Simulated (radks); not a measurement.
The numbers below are computed, except where a source is named.
Problem. Radial electron density D(r) = 4 pi r^2 rho(r) of an atom or ion with 43 electrons. Code: a radial shooting solver on a logarithmic mesh with Libxc functionals. Model: non-relativistic Kohn-Sham, LDA (Slater exchange, VWN5 correlation), spin-polarised, spherical densities, point nucleus.

| r (bohr) | D(r) (e/bohr) | spin D(r) |
|---|---|---|
| 0.003129 | 6.276 | -0.0000947 |
| 0.003585 | 7.900 | -0.000119 |
| 0.004074 | 9.757 | -0.000147 |
| 0.004668 | 12.13 | -0.000183 |
| 0.005305 | 14.78 | -0.000223 |
| 0.006078 | 18.07 | -0.000272 |
| 0.006908 | 21.63 | -0.000326 |
| 0.007914 | 25.90 | -0.000390 |
| 0.008995 | 30.31 | -0.000457 |
| 0.01031 | 35.31 | -0.000533 |
| 0.01171 | 40.14 | -0.000608 |
| 0.01342 | 45.16 | -0.000686 |
| 0.01525 | 49.50 | -0.000756 |
| 0.01747 | 53.33 | -0.000820 |
| 0.01986 | 55.90 | -0.000865 |
| 0.02275 | 57.25 | -0.000882 |
| 0.02586 | 57.14 | -0.000847 |
| 0.02963 | 55.71 | -0.000700 |
| 0.03367 | 53.55 | -0.000352 |
| 0.03858 | 51.17 | 0.000481 |
| 0.04384 | 49.75 | 0.00212 |
| 0.05023 | 50.03 | 0.00561 |
| 0.05709 | 52.54 | 0.0118 |
| 0.06541 | 57.47 | 0.0238 |
| 0.07434 | 63.36 | 0.0431 |
| 0.08517 | 69.23 | 0.0765 |
| 0.0968 | 72.51 | 0.124 |
| 0.1109 | 72.08 | 0.197 |
| 0.126 | 67.78 | 0.288 |
| 0.1444 | 60.52 | 0.405 |
| 0.1641 | 53.74 | 0.523 |
| 0.188 | 49.55 | 0.634 |
| 0.2137 | 49.82 | 0.696 |
| 0.2448 | 53.58 | 0.685 |
| 0.2783 | 57.33 | 0.585 |
| 0.3188 | 57.70 | 0.393 |
| 0.3624 | 52.64 | 0.182 |
| 0.4151 | 42.31 | 0.0155 |
| 0.4718 | 31.03 | 0.0125 |
| 0.5406 | 21.33 | 0.253 |
| 0.6144 | 16.44 | 0.720 |
| 0.7039 | 15.45 | 1.39 |
| 0.8 | 16.40 | 2.04 |
| 0.9166 | 16.94 | 2.55 |
| 1.042 | 15.79 | 2.73 |
| 1.193 | 12.93 | 2.59 |
| 1.356 | 9.564 | 2.19 |
| 1.554 | 6.211 | 1.64 |
| 1.766 | 3.754 | 1.11 |
| 2.024 | 1.989 | 0.651 |
| 2.3 | 0.9908 | 0.345 |
| 2.635 | 0.4187 | 0.151 |
| 2.995 | 0.1626 | 0.0585 |
| 3.431 | 0.05006 | 0.0174 |
| 3.9 | 0.01362 | 0.00450 |
| 4.468 | 0.002685 | 0.000818 |

What is the nuclear charge?

Solution. Z = 46. The innermost maximum, from 1s, lies near 1/Z = 0.0217 bohr (found: 0.0241), and its height grows with Z. The density is that of the palladium ion Pd3+ in [Kr] 4d7; the configuration itself is not fixed sharply by these data, and Z only to a few units. D(r) has 4 maxima, at r = 0.0241, 0.102, 0.301, 0.902 bohr, and minima at 0.0460, 0.199, 0.682 bohr, inside which lie 2.02, 11.27, 29.02 electrons.
